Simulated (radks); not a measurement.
Isoelectronic series with 16 electrons, each ion in its NIST ground configuration. Method: scalar-relativistic Kohn-Sham, PBE, spin-polarised, spherical densities, finite nucleus; open shells are filled with parallel spins first (spin-orbit coupling, left out, can overturn this in heavy ions); Fermi nuclear charge, rms radius of each element as measured or else 0.836 A^(1/3) + 0.57 fm; computed with a radial shooting solver on a logarithmic mesh with Libxc functionals. Total energies (hartree) and mean radii <r> (bohr):

ion    configuration  E (hartree)  3p down   3p up
S       [Ne] 3s2 3p4   -399.07678    2.119   2.043
Ar2+    [Ne] 3s2 3p4   -527.63118    1.479   1.458
Ca4+    [Ne] 3s2 3p4   -675.31729    1.166   1.156
Ti6+    [Ne] 3s2 3p4   -842.16501   0.9695  0.9633
Cr8+    [Ne] 3s2 3p4  -1028.24780   0.8322  0.8280
Fe10+   [Ne] 3s2 3p4  -1233.66282   0.7300  0.7270
Ni12+   [Ne] 3s2 3p4  -1458.52530   0.6507  0.6484
Zn14+   [Ne] 3s2 3p4  -1702.96511   0.5872  0.5853
Ge16+   [Ne] 3s2 3p4  -1967.12736   0.5351  0.5336
Se18+   [Ne] 3s2 3p4  -2251.17169   0.4915  0.4902
Kr20+   [Ne] 3s2 3p4  -2555.27133   0.4544  0.4534
Sr22+   [Ne] 3s2 3p4  -2879.61438   0.4226  0.4217
Zr24+   [Ne] 3s2 3p4  -3224.40368   0.3949  0.3941
Mo26+   [Ne] 3s2 3p4  -3589.85572   0.3705  0.3698
Ru28+   [Ne] 3s2 3p4  -3976.20862   0.3489  0.3483
Pd30+   [Ne] 3s2 3p4  -4383.71382   0.3297  0.3292
Cd32+   [Ne] 3s2 3p4  -4812.63934   0.3124  0.3119
